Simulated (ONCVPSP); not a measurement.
# u(r) = r·R(r): atom against pseudo-atom (W (Z = 74))

Columns: radius, all-electron u(r) and pseudo u(r) of the 5s shell (level -79.72 eV) of tungsten in the configuration [Kr] 4d10 4f14 5s2 5p6 5d4 6s1.75 6p0.25; LDA (Perdew-Wang 92), scalar-relativistic, ONCV scheme, ONCVPSP 4.0.1.

```json
{"r (bohr)": "0.140", "all-electron": "0.4157", "pseudo": "0.0867"}
{"r (bohr)": "0.280", "all-electron": "-0.3928", "pseudo": "0.2196"}
{"r (bohr)": "0.420", "all-electron": "-0.5178", "pseudo": "0.4171"}
{"r (bohr)": "0.560", "all-electron": "0.1497", "pseudo": "0.6565"}
{"r (bohr)": "0.700", "all-electron": "0.7631", "pseudo": "0.8835"}
{"r (bohr)": "0.840", "all-electron": "1.0819", "pseudo": "1.0409"}
{"r (bohr)": "0.980", "all-electron": "1.1519", "pseudo": "1.0951"}
{"r (bohr)": "1.120", "all-electron": "1.0733", "pseudo": "1.0458"}
{"r (bohr)": "1.260", "all-electron": "0.9270", "pseudo": "0.9209"}
{"r (bohr)": "1.400", "all-electron": "0.7630", "pseudo": "0.7627"}
{"r (bohr)": "1.540", "all-electron": "0.6081", "pseudo": "0.6080"}
{"r (bohr)": "1.680", "all-electron": "0.4737", "pseudo": "0.4736"}
{"r (bohr)": "1.820", "all-electron": "0.3630", "pseudo": "0.3629"}
{"r (bohr)": "1.960", "all-electron": "0.2747", "pseudo": "0.2746"}
{"r (bohr)": "2.100", "all-electron": "0.2059", "pseudo": "0.2059"}
{"r (bohr)": "2.240", "all-electron": "0.1532", "pseudo": "0.1532"}
{"r (bohr)": "2.380", "all-electron": "0.1133", "pseudo": "0.1133"}
{"r (bohr)": "2.520", "all-electron": "0.0835", "pseudo": "0.0834"}
{"r (bohr)": "2.660", "all-electron": "0.0612", "pseudo": "0.0612"}
{"r (bohr)": "2.800", "all-electron": "0.0447", "pseudo": "0.0447"}
{"r (bohr)": "2.940", "all-electron": "0.0326", "pseudo": "0.0326"}
{"r (bohr)": "3.080", "all-electron": "0.0237", "pseudo": "0.0237"}
{"r (bohr)": "3.220", "all-electron": "0.0172", "pseudo": "0.0172"}
{"r (bohr)": "3.360", "all-electron": "0.0125", "pseudo": "0.0125"}
{"r (bohr)": "3.500", "all-electron": "0.0090", "pseudo": "0.0090"}
{"r (bohr)": "3.640", "all-electron": "0.0065", "pseudo": "0.0065"}
```

Problem. How many radial nodes do the two functions have?

Solution. The all-electron 5s function has n − l − 1 = 4 (the table is too coarse to show those close to the nucleus); the pseudo-wave has 0, since the states of the same l below it are removed with the core.

Problem. At about which radius was the pseudo-wave matched?

Solution. 1.50 bohr, where the columns begin to agree (steps of 0.14 bohr).

Problem. Is the pseudo-wave norm-conserving?

Solution. Yes: the ONCV scheme keeps the norm inside the radius equal to the all-electron one, which fixes the energy derivative of the logarithmic derivative at the level.
